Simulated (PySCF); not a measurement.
How methods differ on the ionisation energy of Ge(19+)

Ge(19+) [Ne] 3s2 3p1 (2P) → Ge(20+) [Ne] 3s2 (1S), as a difference of total energies. Calculation: PySCF 2.14, in an even-tempered Gaussian basis (18 s from 1.5 bohr⁻², ratio 2.5; 12 p from 2 bohr⁻², ratio 2.5; 5 d from 9.5 bohr⁻², ratio 2.7; 4 f from 14 bohr⁻², ratio 2.7); scalar relativity by spin-free X2C-1e. Correlated levels: outer shells: 1s2 frozen; virtual orbitals above 40 to 60 times the deepest correlated orbital energy dropped. The calculations carry no spin-orbit coupling.

```tsv
method	ionisation energy (eV)
UHF	743.64
MP2 (outer shells)	744.18
SCS-MP2 (outer shells)	744.08
CCSD (outer shells)	744.19
CCSD(T) (outer shells)	744.20
```

Question: How much does correlation contribute at CCSD(T) (outer shells)?

Answer: 744.20 − (743.64) = 0.56 eV, measured against UHF.

A first-order spin-orbit estimate (lowest level to lowest level, LS coupling) adds 4.364 eV.

Breit and QED terms and the two-electron picture change are absent.

For comparison: 744 ± 3 eV (semi-empirical (NIST evaluation); NIST Atomic Spectra Database, ionization energies).
